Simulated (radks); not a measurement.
Values are calculated unless marked as measured or tabulated.
Valence configurations of Ag III (all share [Kr]). Code: a radial shooting solver on a logarithmic mesh with Libxc functionals. Model: scalar-relativistic Kohn-Sham, LDA (Slater exchange, Perdew-Wang correlation), spin-polarised, spherical densities, finite nucleus; open shells are filled with parallel spins first (spin-orbit coupling, left out, can overturn this in heavy ions); Fermi nuclear charge, rms radius 4.5454 fm. Energies are relative to 4d9; eigenvalues in eV for spin up.

valence	E (eV)	moment (Bohr magnetons)	e(4d)	e(5p)	e(5s)
4d9	0.000	1	-29.471	-	-
4d8 5p1	15.180	3	-35.150	-17.225	-
4d8 5s1	8.055	3	-33.922	-	-23.572
4d7 5p2	32.768	5	-40.817	-19.280	-
4d7 5s2	19.062	3	-38.394	-	-25.019
4d8.5 5p0.5	7.320	2	-32.317	-16.050	-
4d6 5p3	52.977	7	-46.507	-21.135	-
4d8.5 5s0.5	3.885	2	-31.687	-	-22.482

NIST lists [Kr] 4d9 as the ground configuration; this level of theory agrees among the configurations tried. The energies are those of spherical high-spin densities, not of single terms.
